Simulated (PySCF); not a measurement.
Job for PySCF: R-B3LYP/6-31G* on CH3F (SMILES CF) with ghost functions.

```python
from pyscf import gto, scf, dft, mp
from pyscf.data.elements import chemcore

mol = gto.M(
    atom='''
    C     0.21351775   -0.16382201    0.47183912
    F     0.64902935   -1.24725251    1.26612368
    H    -0.54645090   -0.54101360   -0.21009106
    H    -0.19081087    0.59437511    1.13834234
    H     1.07625775    0.20849371   -0.07768059
    ghost-O   -0.52003409    0.95621562    3.50572743
    ghost-C   -0.18363746    0.12836794    4.31077968
    ghost-O    0.38119624   -1.04484341    4.03298623
    ghost-H   -0.30378515    0.24161203    5.39620587
    ghost-H    0.48230264   -1.13325849    3.06153890
    ''',
    basis='6-31g*',
    cart=True,
    charge=0, spin=0, verbose=3, max_memory=1800)
mf = dft.RKS(mol, xc='b3lyp')
mf.conv_tol = 1e-8
mf.max_cycle = 100
mf.kernel()
if not mf.converged:
    mf = mf.newton().run(mf.mo_coeff, mf.mo_occ)
```

Question: Predict the final total energy.

Answer: -139.7371 hartree.
